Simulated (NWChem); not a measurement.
## Polarisability of disulfane (H2S2)

```xyz
4

S      0.9155     0.4855     0.0553
S     -0.9155    -0.4855     0.0553
H      1.5366    -0.2680    -0.8848
H     -1.5366     0.2680    -0.8848
```
Charge 0, spin multiplicity 1.

The numbers come from NWChem runs, not from measurements. Structure: optimised with PBE0/def2-SVP, a minimum by its harmonic frequencies. It is one conformer; others weren't searched.

Basis set: def2-SVPD. Static limit.

The correlated methods keep 10 core orbitals frozen. B3LYP has NWChem's definition, with VWN1-RPA local correlation. Coupled-cluster values serve here as a point of comparison, not as the truth.

Order these methods by the isotropic polarisability they give, lowest first: CCSD linear response, BHandHLYP, B3LYP, HF, PBE.

HF (42.78 bohr³), BHandHLYP (43.59 bohr³), CCSD linear response (44.49 bohr³), B3LYP (44.80 bohr³), PBE (45.56 bohr³)
